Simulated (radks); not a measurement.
All-electron atom: the thallium ion Tl36+ in [Kr] 4d9.

Calculated with a radial shooting solver on a logarithmic mesh with Libxc functionals: scalar-relativistic Kohn-Sham, PBE, spin-unpolarised, spherical densities, point nucleus.

Energy parts (Ry):
total: -39034.4146
kinetic: 44170.0147
electron-nucleus: -92278.9464
Hartree: 9711.3391
exchange-correlation: -636.8220

Orbitals (lengths in bohr, moments of r in powers of bohr; <r^-3> diverges for s and p1/2; r(max) is where P^2 peaks):
orbital,occ.,eigenvalue (Ry),r(max),<r^-3>,<1/r>
1s,2,-6402.058,0.01003,-,99.54
2s,2,-1228.952,0.05813,-,23.35
2p,6,-1071.875,0.04834,28130,20.59
3s,2,-375.0925,0.1636,-,8.707
3p,6,-329.7900,0.1634,6592,7.905
3d,10,-283.4233,0.1331,804.7,7.417
4s,2,-156.8458,0.3558,-,4.033
4p,6,-140.6833,0.3704,1969,3.706
4d,9,-122.6488,0.3672,230.8,3.445

The highest occupied level is 4d at -1668.7 eV. Summed over all electrons, <r^2> = 3.449 bohr^2, which gives a Langevin (diamagnetic) susceptibility term of -2.73 x 10^-6 cm^3/mol. For comparison, the ionisation energy in NIST's Atomic Spectra Database is 1681 eV (theoretical). In exact Kohn-Sham theory the highest level is minus the ionisation energy, but local and semilocal functionals leave it too shallow, through self-interaction and a potential that decays too fast; potentials with the right tail come closer. The density falls to 0.001 e/bohr^3 at r = 1.07 bohr.

Beside tabulated values, note that spin-unpolarised runs miss the spin-polarisation part of the exchange energy of open shells, and scalar-relativistic runs lack spin-orbit coupling.
